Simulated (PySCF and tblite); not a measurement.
Values are calculated unless marked as measured or tabulated.
# Dynamics report: rotation

System: C4H3FN2S2, numbered as in [CH3:1][C:2](=[S:3])[c:4]1[n:5][c:6]([F:7])[n:8][s:9]1.

Motion: rotation about the C4–C2 bond (torsion N5–C4–C2–C1 from 0° to 180°, rising). Geometries: GFN2-xTB; energies: PBE0/pcSseg-1 + D3(BJ); zero-point and thermal terms from GFN2-xTB harmonic modes (soft modes blended into free rotors). Rates follow Eyring's equation with the number of equivalent paths and no tunnelling. Run with tblite and PySCF.

```csv
point,symmetry,E(GFN2) kcal/mol,E(DFT) kcal/mol,ZPE change kcal/mol,lowest mode cm⁻¹,dipole D
start,Cs,0.0,0.0,0.00,43,1.89
saddle,C1,6.4,8.3,-0.18,51i,3.44
end,Cs,2.4,6.1,0.05,40,3.70
```

- Electronic barrier: 8.3 kcal/mol
- Barrier with zero-point energy: 8.2 kcal/mol
- ΔH‡ (298 K): 7.7 kcal/mol
- ΔS‡ (298 K, symmetry apart): -3.4 cal/(mol K)
- Paths: 2 equivalent paths
- End point: a different minimum
- Mean lifetime of the start against this motion at 298 K: 180 ns
- Cost: 79 s on 1 thread of Arm Neoverse V1 (shared host) (rough), peak memory 0.83 GiB, launched as `OMP_NUM_THREADS=1 python ens_run.py task.json out`

| T/K | ΔG‡ kcal/mol | k s⁻¹ | ΔG kcal/mol | k back s⁻¹ |
| --- | --- | --- | --- | --- |
| 150 | 8.4 | 4.2 | 6.1 | 3.7×10⁹ |
| 200 | 8.4 | 4840 | 6.1 | 2.4×10¹⁰ |
| 250 | 8.6 | 3.4×10⁵ | 6.1 | 7.8×10¹⁰ |
| 298 | 8.7 | 5.5×10⁶ | 6.1 | 1.7×10¹¹ |
| 350 | 8.8 | 4.7×10⁷ | 6.1 | 3.1×10¹¹ |
| 400 | 8.9 | 2.2×10⁸ | 6.1 | 4.8×10¹¹ |
| 500 | 9.2 | 2×10⁹ | 6.1 | 9×10¹¹ |

ΔG and ΔG‡ leave out symmetry numbers and mirror images; rates count paths: 2 out, 2 back.
